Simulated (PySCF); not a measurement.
Molecule: 2,2-dimethoxyacetaldehyde (COC(C=O)OC, C4H8O3).

Bonds (- single, = double, # triple, : aromatic): C1-O2, O2-C3, C3-C4, C4=O5, C3-O6, O6-C7. C1 carries H8, H9, H10; C3 carries H11; C4 carries H12; C7 carries H13, H14, H15.

Frames of a GFN2-xTB Langevin trajectory at 300 K; GIAO PBE0/pcSseg-1 shieldings in PySCF 2.14, gas phase, non-relativistic; equivalent atoms averaged within each frame.

Chemical shifts δ = σref − σ; TMS for $^{13}$C (σref 186.93) and $^{1}$H (σref 31.72); $^{17}$O (σref 336.08) vs H2O, all at this level. The references are static minima.

How do the shifts (ppm) fluctuate along the trajectory?

Answers


```tsv
time (fs)	C4	C3	C1/C7	O5	O2/O6	H12	H11	H8/H9/H10/H13/H14/H15
250	212.4	114.8	60.8	723.4	62.0	9.73	4.29	4.17
425	209.5	110.7	58.9	677.8	57.7	9.58	3.26	3.82
625	202.6	111.7	56.8	664.9	58.6	9.99	4.52	4.02
800	200.6	113.7	66.8	648.2	73.0	9.94	4.46	4.39
1000	188.1	110.6	57.2	596.6	62.6	9.84	3.66	3.72
mean of frames	202.6	112.3	60.1	662.2	62.8	9.82	4.04	4.02
standard deviation	9.5	1.9	4.1	46.1	6.1	0.16	0.55	0.27
```

5 frames give an uncertainty of the mean of about the standard deviation over 2.2 at best, since frames this close in time may not be independent; classical motion lacks zero-point vibration, and the reference would need the same averaging.
